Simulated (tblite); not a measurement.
C4H6BCl2Si (doublet state).
Atom-mapped SMILES: `[H]/[C:1]=[CH:2]\[SiH2:3]/[CH:4]=[CH:5]\[B:6]([Cl:7])[Cl:8]` (hydrogens: H9 on C1; H10 on C2; H11, H12 on Si3; H13 on C4; H14 on C5)
Bond orders are those of one Lewis drawing.

Computed with GFN2-xTB (tblite), gas phase: L-BFGS steps from a force-field or distance-geometry start until the largest atomic force falls under 0.01 eV/Å.

Geometry at step 24:
```
atom  x, y, z in Å
C1      2.7092   -0.2658    1.8195
C2      1.7910    0.1204    1.0325
Si3    -0.0821   -0.5206    1.0863
C4     -0.5338   -0.9351   -0.6795
C5     -1.0751   -0.1502   -1.6347
B6     -1.5948    1.2918   -1.5303
Cl7    -2.4629    1.8710   -0.1531
Cl8    -1.3694    2.3709   -2.8716
H9      2.9244   -0.9438    2.6124
H10     1.9157    0.8848    0.2795
H11    -0.0615   -1.7779    1.8495
H12    -0.7771    0.5672    1.7755
H13    -0.2414   -1.9391   -0.9760
H14    -1.1431   -0.5741   -2.6322
```

Task: What forces act on the atoms?

Result: 
```csv
atom,Fx (eV/Å),Fy (eV/Å),Fz (eV/Å)
C1,0.006,-0.023,0.037
C2,0.025,-0.006,-0.031
Si3,-0.006,-0.023,0.090
C4,-0.082,-0.015,0.134
C5,0.082,-0.025,-0.003
B6,0.006,0.050,0.012
Cl7,0.044,0.069,-0.018
Cl8,-0.085,-0.027,0.057
H9,-0.044,0.055,-0.096
H10,-0.011,-0.021,0.015
H11,-0.041,0.105,-0.033
H12,0.018,-0.126,-0.057
H13,0.008,0.033,-0.034
H14,0.079,-0.046,-0.072
```

The largest, 0.16 eV/Å, acts on C4; the rms over all components is 0.056 eV/Å. The forces sum to zero within rounding, as they must for an isolated molecule in no field.

Task: Give the force on C4 in Eh/bohr and in nN.

Result: 0.158 eV/Å ÷ 51.422 = 0.00307 Eh/bohr, and 0.158 eV/Å × 1.602 = 0.25 nN.

Task: How far is this geometry from the end of the optimisation?

Result: 0.147 eV above it, and 0.503 Å rms away after alignment. The bonds farthest from their final lengths, with half the difference of the two atoms' forces along the bond (positive lengthens):

```tsv
bond	now (Å)	final (Å)	force along bond (eV/Å)
C2–Si3	1.980	1.993	+0.02
C5–B6	1.536	1.525	+0.05
Si3–C4	1.869	1.860	-0.01
C1=C2	1.269	1.262	+0.02
C4=C5	1.350	1.357	+0.01
Si3–H12	1.463	1.456	-0.08
```

The angle farthest from its final value is C2–Si3–H12, 102.8° against 105.8°.

Of the 2 listed bonds off by 0.010 Å or more, this force points towards the final length in 1.

The cost below is that of the whole relaxation. The run took 0.79 s wall on one thread, Arm Neoverse V2 (aarch64), no GPU, shared host.
